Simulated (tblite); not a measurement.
thioethanol (C$_{2}$H$_{6}$S), singlet, at a GFN2-xTB geometry; IPEA1-xTB run with tblite.

Here is a job for tblite.
```
$ tblite run mol.xyz --method ipea1 --charge 0 --spin 0 --json tblite.json --no-restart

# file mol.xyz
9

C      1.52061639     0.69110205    -0.00537013
C      0.01160357     0.83116525     0.00317706
S     -0.76180616    -0.83788851     0.00077464
H     -2.02039087    -0.40414507     0.00913826
H     -0.33041049     1.34965505     0.89884698
H     -0.33986788     1.35660473    -0.88474809
H      1.98452811     1.67524859    -0.00399531
H      1.85553895     0.14418625     0.87317856
H      1.84618103     0.15106283    -0.89165625
```

**Question.** Predict the main parts of the log of this tblite run.

**Answer.** 
```
xTB calculator
 | screened Coulomb repulsion
 | Coulomb electrostatics
 |  * isotropic Klopman-Ohno-Mataga-Nishimoto electrostatics
 |  * onsite third-order electrostatics
 | DFT-D3(BJ) dispersion correction

halogen bonding energy    0.0000000000000E+00 Eh
repulsion energy          1.6589755498366E-01 Eh
dispersion energy        -2.3821238905258E-03 Eh
number of electrons       2.0000000000000E+01 e
integral cutoff           4.0000000000000E+01 bohr

------------------------------------------------------------
  cycle        total energy    energy error   density error
------------------------------------------------------------
      1     -11.95366730877  -1.2117183E+01   4.1880137E-01
      2     -11.96549316649  -1.1825858E-02   2.4393702E-01
      3     -11.94706014518   1.8433021E-02   8.0897596E-02
      4     -11.96898335304  -2.1923208E-02   1.7022571E-02
      5     -11.96955999853  -5.7664550E-04   1.1303584E-03
      6     -11.96956189312  -1.8945858E-06   2.9557536E-04
      7     -11.96956202453  -1.3140839E-07   8.9455939E-05
      8     -11.96956204863  -2.4097318E-08   1.5584172E-05
------------------------------------------------------------

electronic energy        -1.2133077479719E+01 Eh
total energy             -1.1969562048626E+01 Eh

Post processing:
 | Mayer-Wiberg bond orders

[Info] JSON dump of results written to 'tblite.json'
```
